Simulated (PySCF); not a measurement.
**What the low excited states add to the polarisability**

C2H12NPSi2.
SMILES with atom numbers: `[CH3:1][CH2:2][SiH2:3][NH:4][SiH2:5][PH2:6]` (hydrogens: H7, H8, H9 on C1; H10, H11 on C2; H12, H13 on Si3; H14 on N4; H15, H16 on Si5; H17, H18 on P6)

Structure used (GFN2-xTB), in Å, numbered top down from 1:
```
atom  x, y, z in Å
C1    -1.4551    1.2417   -0.0688
C2    -2.0474   -0.1096   -0.4503
Si3   -0.7645   -1.3068   -1.1951
N4     0.6132   -1.4959   -0.1427
Si5    1.9146   -0.4374    0.2657
P6     1.8938    1.2633   -1.1906
H7    -2.2186    1.9098    0.3290
H8    -0.6839    1.1154    0.6902
H9    -0.9987    1.7201   -0.9342
H10   -2.5073   -0.5556    0.4345
H11   -2.8537    0.0451   -1.1695
H12   -1.3361   -2.6538   -1.2989
H13   -0.2857   -0.8135   -2.4870
H14    0.6194   -2.3526    0.3855
H15    3.1720   -1.1925    0.1683
H16    1.7734    0.0443    1.6506
H17    1.8845    2.2566   -0.2265
H18    3.2712    1.3278   -1.3014
```

Method: TDDFT CAM-B3LYP/def2-SVPD, vertical, gas phase, core orbitals frozen in the response (PySCF).

Excitation energies and transition dipoles (atomic units, axes of the coordinates) of those of the lowest 8 singlets that add 0.02 au or more to the mean polarisability:

```csv
state,ΔE (hartree),μx,μy,μz
S1,0.2263,-0.030,0.099,0.069
S2,0.2292,-0.165,-0.009,0.120
S4,0.2516,-0.331,-0.455,-0.006
S5,0.2549,-0.070,0.608,-0.657
S6,0.2622,0.205,-0.373,0.554
S7,0.2671,-0.190,0.157,-0.479
S8,0.2746,0.480,0.228,-0.092
```

Q: What does each state add to αxx, αyy and αzz, and how do the sums compare with the full static tensor?

A: Each state adds 2 μα² / ΔE.

```tsv
state	αxx (au)	αyy (au)	αzz (au)
S1	0.01	0.09	0.04
S2	0.24	0.00	0.13
S4	0.87	1.64	0.00
S5	0.04	2.90	3.39
S6	0.32	1.06	2.34
S7	0.27	0.19	1.72
S8	1.68	0.38	0.06
all 8 states	3.5	6.3	7.7
full response	115.6	112.0	99.7
share (%)	3	6	8
```

The rest comes from the higher roots of the same response equations.

Q: Give the full tensor and its principal values.

A: In au, rows and columns x, y, z:
```
x   115.6   3.4   1.9
y     3.4 112.0  -3.1
z     1.9  -3.1  99.7
```
Principal values 98.5, 111.1 and 117.6 au; mean 109.1 au (16.16 Å³).

Q: By how much does the contribution of these states grow at 589.3 nm?

A: With ω = 0.0773 hartree each state's term in the mean polarisability goes from f / ΔE² to f / (ΔE² − ω²), f = (2/3) ΔE |μ|²; the sum over all 8 states goes from 5.80 to 6.37 au, a rise of 0.57 au.

A one-level model with all 38 active electrons at a single energy would need ΔE = √(N/α) = 16.1 eV to give this α, against S1 at 6.16 eV.

One conformer stands for the species.
